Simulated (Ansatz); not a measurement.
CH$_{3}$BFGa, 7 atoms. Total charge 0; spin multiplicity 1. Correlated methods include outer-core shells of Ga, which these sets cover unevenly. Scalar relativity is left out up to krypton. The bonds changed during the relaxation, so this is another structure than the one it started from. All runs use 4 threads of a server CPU on a shared host. Correlated methods freeze the cores. Open-shell runs search over several starts.

Q: How many basis functions does each run have, and how long does it take in Ansatz? RKS PBE0-D4/def2-TZVP frequencies; UKS B2PLYP (frozen core)/def2-TZVPP energy of the cation; UKS r2SCAN-D4/def2-TZVPP energy of the cation; RKS PBE-QIDH (frozen core)/def2-TZVPP energy; UKS ωB97M-V/def2-TZVPP energy of the cation; direct RPA on PBE orbitals/def2-TZVPP energy; UKS PBE-D4/def2-TZVPP energy of the cation; RKS ωB97M-V/def2-QZVPP energy; RKS PBE0-D4/def2-QZVPP energy; RKS SPW92 (LDA)/def2-TZVPP energy; UHF-CCSD(T)/def2-TZVPP energy of the cation; RHF-MP2/def2-QZVPP energy. (An estimate is asked.)

A: The calculation gave: Other jobs shared the machine, so times are rough.

```tsv
level	job	functions	wall time	peak host memory (GiB)
RKS SPW92 (LDA)/def2-TZVPP	energy	183	1.3 s	0.21
UKS PBE-D4/def2-TZVPP	energy of the cation	183	4.2 s	0.26
RKS PBE-QIDH (frozen core)/def2-TZVPP	energy	183	5.5 s	0.41
direct RPA on PBE orbitals/def2-TZVPP	energy	183	6 s	0.4
RKS PBE0-D4/def2-QZVPP	energy	350	7.5 s	0.99
UKS r2SCAN-D4/def2-TZVPP	energy of the cation	183	9 s	0.31
UKS B2PLYP (frozen core)/def2-TZVPP	energy of the cation	183	13 s	0.64
RKS ωB97M-V/def2-QZVPP	energy	350	19 s	1.2
RHF-MP2/def2-QZVPP	energy	350	19 s	1.5
UKS ωB97M-V/def2-TZVPP	energy of the cation	183	19 s	0.75
RKS PBE0-D4/def2-TZVP	frequencies	159	94 s	0.37
UHF-CCSD(T)/def2-TZVPP	energy of the cation	183	10 min	2.5
```
